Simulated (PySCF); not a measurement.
In(Cl)(Me)(OMe) (C2H6ClInO), SMILES C[O][In]([CH3])[Cl].

Coordinates come from a B3LYP-D3(BJ)/def2-SVP optimisation. The structure was generated by enumeration; whether it is a known compound was not checked. The def2 effective core potentials stand for the cores of In; spin–orbit coupling is left out. One conformer was computed; it need not be the lowest.

The numbers are results of ωB97X/def2-TZVP (PySCF), not measurements.

The molecule is in vacuum.

| Property | Result |
|---|---|
| total energy | -805.50670 hartree |
| highest occupied level | -10.02 eV |
| lowest empty level | 0.46 eV |
| orbital gap | 10.48 eV |
| dipole moment | 0.900 e·Å |
| quadrupole, principal values (traceless, Buckingham form, about the centre of nuclear charge) | -5.18, -1.43, 6.62 D·Å |
| mean static polarisability | 76.1 bohr³ (11.28 Å³) |
| polarisability, principal values | 55.6, 83.0, 89.9 bohr³ |
